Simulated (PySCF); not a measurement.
Computed IR spectrum (relative IR intensity) of a molecule C3H7ClOSi. Geometry: PBE0-D3(BJ)/def2-SVP. Other conformers were not sampled. All values below come from PBE0-D3(BJ)/def2-SVP in PySCF 2.14.0. Frequencies are harmonic and unscaled.

Lines under 2 % of the strongest are left out, and lines within 2 cm⁻¹ are merged.

```tsv
ν (cm⁻¹)	relative intensity
68	3.4
111	5.9
174	3.3
328	8.0
485	19
537	38
635	9.9
671	11
764	3.8
804	5.0
817	8.3
879	100
901	5.9
931	59
1007	3.2
1049	2.6
1200	16
1360	8.2
1399	4.8
1410	4.5
1434	6.1
1859	60
2254	39
2286	42
2971	44
3036	8.2
3078	2.1
3096	3.2
```

Which molecule gave these data?
A) CC(=O)[Si@@H](C)Cl
B) O[SiH2]C/C=C\Cl
C) CCC(=O)[SiH2]Cl
D) O=CCC[SiH2]Cl

D, O=CCC[SiH2]Cl
